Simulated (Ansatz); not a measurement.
**Which method gave which barrier?**

Saddle point of Si2H5F3, closed shell (SiHF₃ ([F][SiH]([F])[F]) + SiH₄ → Si₂H₃F₃ ([F][Si]([F])([F])[SiH3]) + H₂; bonds formed: Si1–Si7, H2–H6; bonds broken: Si1–H2, H6–Si7), PBE0-D4/def2-TZVP structure:

```
10
angstrom
Si -0.9649 0.1353 -0.8159
H 0.7869 0.6232 -0.5466
F -0.7572 -0.4809 -2.2596
F -2.1422 -0.7076 -0.1630
F -1.5406 1.6005 -0.9859
H 1.6543 0.6383 -0.0433
Si 0.7748 -0.3304 1.0221
H 0.2438 0.9902 1.4518
H 0.8298 -1.0933 2.3195
H 1.1154 -1.3754 0.0209
```

Program: Ansatz 0.2.0. Basis: def2-TZVPP, with def2-QZVPP for the basis limit. Cores are frozen in the correlated methods. Extrapolation: Hartree–Fock as exp(−7.88 √X), correlation as X^−2.97. Four methods, as single points on the PBE0-D4 structures, gave these electronic barriers from the start structure: 225.9, 286.9, 354.2, 442.1 kJ/mol.

**Question.** The methods were, in alphabetical order, BHLYP-D4, HF, r2SCAN-D4, SPW92. Which gave which? (A judgement: the text doesn't fix the answer.)

**Answer.** The calculation gives: SPW92 225.9; r2SCAN-D4 286.9; BHLYP-D4 354.2; HF 442.1 kJ/mol. For comparison, CCSD(T) at an estimated basis limit (MP2 extrapolated from triple and quadruple zeta, plus CCSD(T) − MP2 in triple zeta) gives 327.2 kJ/mol.

T1 diagnostic: at most 0.014.

Labels in which every atom is bracketed show which atoms are joined, not bond orders.

For scale, one of the runs: CCSD(T)/def2-TZVPP, 247 basis functions, launched by `ansatz run in.yaml --threads 8 --pin off --events-out ev --progress --plain --max-ram 19148MiB`. The run took 2.4 min on 8 CPU threads of an Arm Neoverse N1 (shared host), with 5.2 GiB of host memory at its peak.
